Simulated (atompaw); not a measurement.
Building the PAW (atompaw) potential for hafnium (PBEsol, scalar-relativistic).

```json
{"Element": "hafnium", "Generator": "atompaw 4.2.0.5", "Type": "PAW", "Functional": "PBEsol", "Relativity": "scalar-relativistic", "Frozen core": "[Kr] 4d10 4f14", "Valence charge": "12", "Reference configuration": "5s2 5p6 5d2 6s1.5 6p0.5", "Partial waves": "5s (bound): rc 1.85 bohr; 6s (bound): rc 1.60 bohr; 5p (bound): rc 1.90 bohr; 6p (bound): rc 2.00 bohr; 5d (bound): rc 2.00 bohr; 5d channel at 3.9 Ry: rc 2.00 bohr; 5f channel at 0.2 Ry: rc 1.80 bohr; 5f channel at 1.05 Ry: rc 2.00 bohr", "Local potential": "troulliermartins scheme with l = 4 at 0 Ry, radius 1.65 bohr", "Core correction": "smooth core density matched at 1.65 bohr", "Augmentation charge": "sinc compensation charge, radius 1.85 bohr; PAW radius 2.00 bohr; waves and projectors: modrrkj vanderbiltortho"}
```

Poles of the logarithmic derivatives, all-electron (AE) and pseudo (PS). s: poles at -4.6 (AE) and -4.6 (PS) Ry. p: poles at -1.8 (AE) and -1.8 (PS) Ry. d: poles at 2.1 (AE) and 1.2 (PS) Ry. f: poles at -1.2 (AE) and no energy (PS) Ry. Test radius 2.01 bohr.

* Cutoffs needed: 25 Ry and 35 Ry (the cutoffs (Ry, on a coarse ladder) from which the occupation-weighted sum of valence levels, in a spherical-Bessel basis at the reference potential, stays within 10 and 1 mRy of its value at 400 Ry)
* Ghost test: ghost states, extra bound levels that the all-electron valence spectrum of the same l lacks: s at -335.6 eV, f at -14.9 eV; a true bound ghost makes a file unfit for plane-wave use (spherical-Bessel basis up to 400 Ry, 20 bohr box)
* Lowest eigenvalue of the overlap operator: 0.20 (s channel)
* Overlap eigenvalues printed by atompaw (projector basis): 0.238, 1.22, 1.95, 4.76, 97.2, 407, 658, 3.15e+05
* Share of each valence orbital outside the PAW sphere: 5s 3 %, 6s 91 %, 5p 9 %, 6p 97 %, 5d 57 %
